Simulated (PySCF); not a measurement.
## Zn⁺ (zinc, charge +1) across methods

[Ar] 3d9 4s1 4p1, one real determinant (an excited configuration). Calculation: PySCF 2.14, in x2c-TZVPPall; the spin-free X2C one-electron Hamiltonian (Gaussian nucleus). The B2PLYP total includes its PT2 part (frozen core); its orbital energies are those of the SCF part.

```json
{"method": "M06-L", "E (hartree)": "-1794.991", "mean ε 3d β (eV)": "-27.428", "mean ε 4s α (eV)": "-17.523", "mean ε 4p α (eV)": "-10.669", "Σ⟨r²⟩ (bohr²)": "27.25", "⟨S²⟩": "3.751"}
{"method": "LDA", "E (hartree)": "-1792.030", "mean ε 3d β (eV)": "-27.395", "mean ε 4s α (eV)": "-17.770", "mean ε 4p α (eV)": "-10.736", "Σ⟨r²⟩ (bohr²)": "27.24", "⟨S²⟩": "3.750"}
{"method": "UHF", "E (hartree)": "-1793.57500", "mean ε 3d β (eV)": "-38.747", "mean ε 4s α (eV)": "-21.643", "mean ε 4p α (eV)": "-14.470", "Σ⟨r²⟩ (bohr²)": "27.43", "⟨S²⟩": "3.751"}
{"method": "HSE06", "E (hartree)": "-1794.839", "mean ε 3d β (eV)": "-29.835", "mean ε 4s α (eV)": "-18.331", "mean ε 4p α (eV)": "-11.349", "Σ⟨r²⟩ (bohr²)": "27.26", "⟨S²⟩": "3.751"}
{"method": "PBE", "E (hartree)": "-1794.808", "mean ε 3d β (eV)": "-27.120", "mean ε 4s α (eV)": "-17.535", "mean ε 4p α (eV)": "-10.716", "Σ⟨r²⟩ (bohr²)": "27.30", "⟨S²⟩": "3.750"}
{"method": "B2PLYP", "E (hartree)": "-1794.781", "mean ε 3d β (eV)": "-33.461", "mean ε 4s α (eV)": "-19.738", "mean ε 4p α (eV)": "-12.619", "Σ⟨r²⟩ (bohr²)": "27.29", "⟨S²⟩": "3.751"}
{"method": "r2SCAN0", "E (hartree)": "-1795.022", "mean ε 3d β (eV)": "-30.621", "mean ε 4s α (eV)": "-18.998", "mean ε 4p α (eV)": "-11.974", "Σ⟨r²⟩ (bohr²)": "27.13", "⟨S²⟩": "3.751"}
{"method": "r2SCAN", "E (hartree)": "-1795.055", "mean ε 3d β (eV)": "-27.554", "mean ε 4s α (eV)": "-17.925", "mean ε 4p α (eV)": "-11.042", "Σ⟨r²⟩ (bohr²)": "27.15", "⟨S²⟩": "3.751"}
{"method": "PBE0", "E (hartree)": "-1794.831", "mean ε 3d β (eV)": "-30.271", "mean ε 4s α (eV)": "-18.703", "mean ε 4p α (eV)": "-11.764", "Σ⟨r²⟩ (bohr²)": "27.25", "⟨S²⟩": "3.751"}
```

⟨L²⟩ = 8.02 against 12 for a pure F term, so this real determinant mixes terms.
